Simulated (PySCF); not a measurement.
prop-1-ynylboronic acid (C3H5BO2), SMILES OB(O)C#CC.

Coordinates come from a PBE-D3(BJ)/def2-SVP optimisation. One conformer was computed; it need not be the lowest.

These are PySCF with PBE-D3(BJ)/def2-SVP values and carry that method's errors.

Harmonic, unscaled wavenumbers; measured fundamentals usually lie a few per cent lower.

A small imaginary wavenumber (i) marks a very flat motion, where grid noise or a shallow saddle decides the sign.

Question: Give all harmonic wavenumbers and intensities. (Estimate from the structure and the level; the computed values follow.)

Answer: 
```json
[
 {"mode": "1", "ν (cm⁻¹)": "16i", "IR (km/mol)": "0.1", "moving atoms (share of kinetic energy)": "H 94 %"},
 {"mode": "2", "ν (cm⁻¹)": "102", "IR (km/mol)": "2.9", "moving atoms (share of kinetic energy)": "C 41 %, O 39 %, H 17 %"},
 {"mode": "3", "ν (cm⁻¹)": "134", "IR (km/mol)": "5.8", "moving atoms (share of kinetic energy)": "C 70 %, H 17 %, O 11 %"},
 {"mode": "4", "ν (cm⁻¹)": "306", "IR (km/mol)": "6.9", "moving atoms (share of kinetic energy)": "C 58 %, H 20 %, O 18 %"},
 {"mode": "5", "ν (cm⁻¹)": "374", "IR (km/mol)": "10.6", "moving atoms (share of kinetic energy)": "C 41 %, O 38 %, H 18 %"},
 {"mode": "6", "ν (cm⁻¹)": "374", "IR (km/mol)": "4.5", "moving atoms (share of kinetic energy)": "C 58 %, H 20 %, O 16 %"},
 {"mode": "7", "ν (cm⁻¹)": "492", "IR (km/mol)": "169.3", "moving atoms (share of kinetic energy)": "H 89 %"},
 {"mode": "8", "ν (cm⁻¹)": "502", "IR (km/mol)": "5.2", "moving atoms (share of kinetic energy)": "C 70 %, O 19 %"},
 {"mode": "9", "ν (cm⁻¹)": "574", "IR (km/mol)": "3.9", "moving atoms (share of kinetic energy)": "H 80 %, C 9 %"},
 {"mode": "10", "ν (cm⁻¹)": "623", "IR (km/mol)": "34.3", "moving atoms (share of kinetic energy)": "O 41 %, C 21 %, H 20 %, B 17 %"},
 {"mode": "11", "ν (cm⁻¹)": "650", "IR (km/mol)": "71.1", "moving atoms (share of kinetic energy)": "B 67 %, O 14 %, C 11 %"},
 {"mode": "12", "ν (cm⁻¹)": "968", "IR (km/mol)": "96.0", "moving atoms (share of kinetic energy)": "H 53 %, O 34 %, C 8 %"},
 {"mode": "13", "ν (cm⁻¹)": "989", "IR (km/mol)": "4.3", "moving atoms (share of kinetic energy)": "H 66 %, C 33 %"},
 {"mode": "14", "ν (cm⁻¹)": "992", "IR (km/mol)": "1.9", "moving atoms (share of kinetic energy)": "H 68 %, C 32 %"},
 {"mode": "15", "ν (cm⁻¹)": "1000", "IR (km/mol)": "130.7", "moving atoms (share of kinetic energy)": "H 73 %, O 24 %"},
 {"mode": "16", "ν (cm⁻¹)": "1052", "IR (km/mol)": "59.1", "moving atoms (share of kinetic energy)": "C 58 %, H 35 %"},
 {"mode": "17", "ν (cm⁻¹)": "1332", "IR (km/mol)": "60.9", "moving atoms (share of kinetic energy)": "H 69 %, C 15 %, B 12 %"},
 {"mode": "18", "ν (cm⁻¹)": "1353", "IR (km/mol)": "322.7", "moving atoms (share of kinetic energy)": "B 51 %, C 21 %, H 16 %, O 12 %"},
 {"mode": "19", "ν (cm⁻¹)": "1388", "IR (km/mol)": "7.7", "moving atoms (share of kinetic energy)": "H 97 %"},
 {"mode": "20", "ν (cm⁻¹)": "1391", "IR (km/mol)": "8.6", "moving atoms (share of kinetic energy)": "H 97 %"},
 {"mode": "21", "ν (cm⁻¹)": "1418", "IR (km/mol)": "321.6", "moving atoms (share of kinetic energy)": "B 71 %, O 21 %"},
 {"mode": "22", "ν (cm⁻¹)": "2252", "IR (km/mol)": "135.7", "moving atoms (share of kinetic energy)": "C 99 %"},
 {"mode": "23", "ν (cm⁻¹)": "2959", "IR (km/mol)": "17.2", "moving atoms (share of kinetic energy)": "H 97 %"},
 {"mode": "24", "ν (cm⁻¹)": "3042", "IR (km/mol)": "2.7", "moving atoms (share of kinetic energy)": "H 91 %, C 9 %"},
 {"mode": "25", "ν (cm⁻¹)": "3045", "IR (km/mol)": "2.6", "moving atoms (share of kinetic energy)": "H 91 %, C 9 %"},
 {"mode": "26", "ν (cm⁻¹)": "3722", "IR (km/mol)": "69.6", "moving atoms (share of kinetic energy)": "H 94 %"},
 {"mode": "27", "ν (cm⁻¹)": "3758", "IR (km/mol)": "55.3", "moving atoms (share of kinetic energy)": "H 94 %"}
]
```
